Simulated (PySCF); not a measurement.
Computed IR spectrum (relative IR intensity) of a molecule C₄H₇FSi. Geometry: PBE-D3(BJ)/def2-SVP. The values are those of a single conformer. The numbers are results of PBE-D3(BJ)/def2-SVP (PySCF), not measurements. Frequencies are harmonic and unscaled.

ν (cm⁻¹): 409 (w), 488 (w), 536 (w), 649 (w), 708 (m), 787 (w), 799 (vs), 870 (s), 954 (m), 969 (w), 977 (w), 1004 (w), 1007 (w), 1367 (w), 1373 (w), 1618 (w), 2165 (s), 3046 (w), 3051 (w), 3138 (vw), 3148 (vw) (against the strongest line: vs over 80 %, s over 45 %, m over 15 %, w over 4 %, vw less)

Problem. Which structure fits?
(A) C#C[C@H](F)C[SiH3]
(B) CC1=C(F)C[SiH2]1
(C) C=C[SiH](F)C=C
(D) FC1=CC[C@@H]1[SiH3]

Solution. C, C=C[SiH](F)C=C
